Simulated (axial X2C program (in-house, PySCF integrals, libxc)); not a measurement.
# BBr: from Re and ωe to a spectrum

A bond curve at the PBE0 level, 2c, was computed with an axial X2C code built on PySCF integrals (basis Br dyall-cv3z [8s9p6d4f1g], B dyall-v3z [7s6p2d1f] (cores contracted in-house)) for the state Ω = 0 (closed shell). Its fit gives Re = 1.8902 Å, ωe = 683.7 cm⁻¹, ωexe = 3.46 cm⁻¹ and αe = 4.081e-03 cm⁻¹; the masses are 78.9183 and 11.0093 u. Two-component means X2C with spin–orbit coupling and atomic mean-field Coulomb and Gaunt terms.

Problem. Find the reduced mass, Be and the force constant.

Solution. From the PBE0 values: μ = 9.6615 u. Be = 16.8576/(μ Re²) = 0.4884 cm⁻¹. k = 5.8918×10⁻⁷ μ ωe² = 2.66 mdyn/Å.

Problem. A Morse curve ties αe to the other constants (Pekeris). How well does that hold?

Solution. αe(Morse) = 6Be²/ωe × (√(ωexe/Be) − 1) = 3.478e-03 cm⁻¹; the PBE0 curve gives 4.081e-03 cm⁻¹, a ratio of 0.85.

Problem. Estimate the centrifugal constant by the Kratzer relation.

Solution. D = 4Be³/ωe² = 9.97e-07 cm⁻¹.

Problem. The dipole moment p changes by 6.78 D/Å at Re. What harmonic infrared intensity follows?

Solution. I = 42.256 × (dp/dR)²/μ = 200 km/mol.

Problem. Give B0, the J = 1←0 line in GHz and the most populated J at 300 K (kT = 208.5 cm⁻¹).

Solution. B0 = Be − αe/2 = 0.4863 cm⁻¹; 2B0 = 29.16 GHz; J(max) ≈ √(kT/2B0) − 1/2 = 14.1, so J = 14.

The state is a single determinant with fixed occupations, the lowest that a limited PBE0 search found.
